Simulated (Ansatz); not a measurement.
`N=[C](O)[GeH2][OH]` and `N=[C](O)[AlH][SH]` differ in one atom or group.

Ansatz, PBE0-D4/def2-TZVP geometries, multiplicity 1. Each molecule was computed in one conformer, which needn't be the lowest.

Scalar relativity is left out up to krypton.

```json
{"property": "HOMO energy (PBE0/def2-TZVPP) / eV", "`N=[C](O)[GeH2][OH]`": "-7.75"}
{"property": "HOMO energy (PBE/def2-TZVPP) / eV", "`N=[C](O)[GeH2][OH]`": "-6.32"}
{"property": "HOMO–LUMO gap (PBE/def2-TZVPP) / eV", "`N=[C](O)[GeH2][OH]`": "4.70"}
{"property": "LUMO energy (PBE/def2-TZVPP) / eV", "`N=[C](O)[GeH2][OH]`": "-1.62"}
{"property": "HOMO–LUMO gap (B3LYP/def2-TZVPP) / eV", "`N=[C](O)[GeH2][OH]`": "6.60"}
{"property": "HOMO–LUMO gap (PBE0/def2-TZVPP) / eV", "`N=[C](O)[GeH2][OH]`": "7.07"}
```

Task: Give the same properties after the change, and the shifts. (Estimate.)

Result: Computed: 
```
                             property  `N=[C](O)[AlH][SH]`  shift
   HOMO energy (PBE0/def2-TZVPP) / eV                -7.80  -0.05
    HOMO energy (PBE/def2-TZVPP) / eV                -6.41  -0.09
  HOMO–LUMO gap (PBE/def2-TZVPP) / eV                 4.03  -0.67
    LUMO energy (PBE/def2-TZVPP) / eV                -2.38  -0.76
HOMO–LUMO gap (B3LYP/def2-TZVPP) / eV                 5.76  -0.84
 HOMO–LUMO gap (PBE0/def2-TZVPP) / eV                 6.22  -0.85
```

With PBE0 the HOMO falls by 0.05 eV and the LUMO falls by 0.90 eV, so the gap narrows by about 0.85 eV. PBE moves the HOMO by -0.09 eV and ωB97M-V by 0.07 eV.

B3LYP here is the variant with VWN-RPA as its local correlation; programs differ in this.
